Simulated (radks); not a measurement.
Values are calculated unless marked as measured or tabulated.
Pm+, configuration [Xe] 4f5 5d1 (not the ground configuration).

Level of theory: scalar-relativistic Kohn-Sham, r2SCAN, spin-unpolarised, spherical densities, finite nucleus; meta-GGA in the generalised Kohn-Sham scheme; Fermi nuclear charge, rms radius 4.962 fm (a radial shooting solver on a logarithmic mesh with Libxc functionals).

Energy parts (eV):
| part | energy |
|---|---|
| total | -272679.60 |
| kinetic | 290824.30 |
| electron-nucleus | -662723.97 |
| Hartree | 105452.62 |
| exchange-correlation | -6232.56 |

Orbitals (lengths in bohr, moments of r in powers of bohr; r(max) is where P^2 peaks):
orbital  occ.  eigenvalue (eV)      <r>   r(max)
1s          2        -45093.53  0.02318  0.01479
2s          2        -7355.766  0.09893  0.08376
2p          6        -6566.096  0.08712  0.06762
3s          2        -1615.143   0.2601   0.2383
3p          6        -1365.822   0.2585   0.2336
3d         10        -1024.242   0.2362   0.1920
4s          2        -328.1176   0.5932   0.5521
4p          6        -245.8585   0.6278   0.5760
4d         10        -129.2431   0.6884   0.6025
5s          2         -47.2802    1.451    1.294
5p          6         -27.7424    1.699    1.468
4f          5          -5.9821    1.070   0.6359
5d          1          -5.7849    3.005    2.144

The highest occupied level is 5d at -5.785 eV. The electron density at the nucleus is 5.136e+05 e/bohr^3 (large components only). Summed over all electrons, <r^2> = 53.84 bohr^2, which gives a Langevin (diamagnetic) susceptibility term of -42.6 x 10^-6 cm^3/mol. The density falls to 0.001 e/bohr^3 at r = 4.12 bohr.
